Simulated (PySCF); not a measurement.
An unknown is described by computed data only.

Formula: C5H5NO3S.

| Quantity | Value |
| --- | --- |
| Polarisability | 92.1 au [PBE0/def2-SVPD] |
| 1H NMR | chemical shifts (computed TMS as zero) by class: 9.22 (1 H), 8.95 (1 H), 8.33 (1 H), 7.41 (1 H), 4.57 (1 H) ppm [GIAO CAM-B3LYP/pcSseg-1] |
| Triplet | lowest triplet excitation (Tamm–Dancoff): 4.02 eV [TDA PBE0/def2-SVPD] |
| NMR, other nuclei | isotropic shieldings of nuclei other than C and H, by class: -107 (1 N), 105 (1 O), 106 (2 O), 166 (1 S) ppm [GIAO CAM-B3LYP/pcSseg-1] |
| Rotational structure | rotational constants A, B, C: 2.657, 0.845, 0.737 GHz [PBE0-D3(BJ)/def2-SVP] |
| UV, first state | lowest singlet excitation: 4.58 eV (271 nm, f = 0.002) [TDDFT PBE0/def2-SVPD] |
| 13C NMR | chemical shifts (computed TMS as zero) by class: 164.6 (1 C), 157.6 (1 C), 145.7 (1 C), 145.5 (1 C), 131.5 (1 C) ppm [GIAO CAM-B3LYP/pcSseg-1] |
| UV, strongest line | among the 10 lowest singlet transitions: S10 at 7.09 eV (175 nm, f = 0.271) [TDDFT PBE0/def2-SVPD] |
| Dipole | 3.75 D [PBE0/def2-SVPD] |

Electronic properties: PySCF, gas phase, density fitting. Levels stand in brackets. Isolated species at its PBE0-D3(BJ)/def2-SVP geometry (one conformer only). NMR classes are plain means over equivalent atoms (diastereotopic ones count apart unless rotation or inversion swaps them), as if these changed places fast.

**Question.** Propose a structure and show how it fits.

**Answer.** Numbering: `[O:1]=[S:2](=[O:3])([OH:4])[c:5]1[cH:6][cH:7][cH:8][n:9][cH:10]1`. 5 carbons fall into 5 classes; from least to most shielded: aromatic CH next to a ring nitrogen [C8] (164.6 ppm), aromatic CH next to a ring nitrogen [C10] (157.6 ppm), aromatic CH carbon [C6] (145.7 ppm), substituted aromatic carbon [C5] (145.5 ppm), aromatic CH carbon [C7] (131.5 ppm). Hydrogen classes from least to most shielded: 1 H on an aromatic CH next to a ring nitrogen, C10 (9.22 ppm), 1 H on an aromatic CH next to a ring nitrogen, C8 (8.95 ppm), 1 H on an aromatic CH carbon, C6 (8.33 ppm), 1 H on an aromatic CH carbon, C7 (7.41 ppm), 1 H on a hydroxyl oxygen, O4 (4.57 ppm). The other shieldings belong to: -107 ppm, pyridine-type nitrogen [N9]; 105 ppm, hydroxyl oxygen [O4]; 106 ppm, sulfonyl oxygen [O1/O3]; 166 ppm, sulfonyl sulfur [S2]. S1 is mainly HOMO→LUMO (weight 0.99); the largest Löwdin shares of the orbital it empties are 0.57 on the pyridine-type nitrogen, 0.10 on each of 2 atoms of one kind (aromatic CH next to a ring nitrogen) and 0.05 on the substituted aromatic carbon, of the orbital it fills 0.20 on an aromatic CH next to a ring nitrogen, 0.19 on an aromatic CH carbon, 0.18 on the substituted aromatic carbon and 0.13 on the pyridine-type nitrogen. The optimised geometry has point group C1 and is an asymmetric top. Structure: `O=S(=O)(O)c1cccnc1` (3-pyridinesulfonic acid). The assignments are read from this structure; whether some other isomer fits the data as well wasn't checked.

Conformer computed: `[O:1]=[S:2](=[O:3])([OH:4])[c:5]1[cH:6][cH:7][cH:8][n:9][cH:10]1`: O1–S2–C5–C6 27°, H–O4–S2–O1 150°.
